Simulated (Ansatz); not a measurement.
Mulliken charges of C2H5FSeSi (`F[SiH]1CC[Se]1`) from r2SCAN/def2-TZVPP in Ansatz (PBE0-D4/def2-TZVP geometry).

| atom | x (Å) | y (Å) | z (Å) | charge (e) |
| --- | --- | --- | --- | --- |
| F1 | -2.135 | -0.779 | -1.212 | -0.319 |
| Si2 | -1.316 | 0.184 | -0.234 | 0.592 |
| C3 | 0.196 | -0.607 | 0.525 | -0.265 |
| C4 | 1.243 | 0.314 | -0.133 | -0.038 |
| Se5 | 0.146 | 1.580 | -1.227 | -0.187 |
| H6 | -2.345 | 0.787 | 0.646 | -0.094 |
| H7 | 0.322 | -1.651 | 0.230 | 0.072 |
| H8 | 0.230 | -0.565 | 1.616 | 0.070 |
| H9 | 1.928 | -0.211 | -0.796 | 0.084 |
| H10 | 1.814 | 0.897 | 0.587 | 0.084 |

Task: By hand: the dipole of these point charges (1 e Å = 4.8032 D).

Result: Σ q r = (0.350, 0.036, 0.395) e Å, of length 0.529 e Å = 2.54 D.

Task: How does the dipole of the full density compare? (Best estimate.)

Result: Ansatz gave: (0.277, -0.159, 0.386) e Å, 2.41 D; the point charges give 1.05 times that, at 23° from its direction.

Point charges leave out the atoms' own dipoles, such as those of lone pairs, and Mulliken's split depends on the basis, so the two needn't agree.
